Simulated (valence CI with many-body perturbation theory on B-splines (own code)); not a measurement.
**Ba35+: key properties**

Method: configuration interaction combined with many-body perturbation theory (CI+MBPT): three valence electrons over a frozen Dirac-Fock core [Ar], a basis of 7 s, 7 p, 8 d, 6 f, 4 g, 1 h functions for each j, with the one-electron correlation potential Σ1, the two-electron term Σ2, the three-electron term Σ3, Breit, model QED; selected CI, second order for the rest, scaled by the run's own slope (own B-spline code, finite nucleus).

The last digits are not significant, and no measured levels were compared; by estimate large intervals hold to a few tenths of a per cent, small ones and those within an open d or f shell to about a per cent. Only levels of the ground parity were solved; by the run's estimate the other parity begins above the list, which can be wrong where configurations are misplaced.

Levels are named by their leading jj configuration (3d3/2^4 stands for four electrons in 3d with j = 3/2), which in mixed levels can hold well under half, so a name can repeat and another be missing.

Rates and lifetimes use the calculated energies. Strong lines usually hold to 10 to 20 %, long lifetimes can be off by a factor of two.

**Question.** What is the ground level?

**Answer.** (3d3/2^3) J=3/2, composition 62 % 3d3 4F + 29 % 3d3 2D + 6 % 3d3 2P, g = 0.608.

**Question.** Name the longest-lived excited levels whose lifetime is computed, and their main decay.

**Answer.** (3d3/2^2 3d5/2) J=9/2 at 171310 cm⁻¹ lives 53.1 ms, mostly by M1 to (3d3/2^2 3d5/2) J=7/2.

**Question.** How well does LS coupling describe the low levels?

**Answer.** Among the lowest 19 levels the leading LS term, summed over configurations, holds 65 % on average. For single configurations the figures are 65 % in LS and 86 % in jj coupling. Terms mix most in the J = 3/2 level at 155390 cm⁻¹, where the leading one holds 41 %.

**Question.** What is the ionisation energy?

**Answer.** 2350.6 eV; NIST lists 2349 ± 5 eV (theoretical).
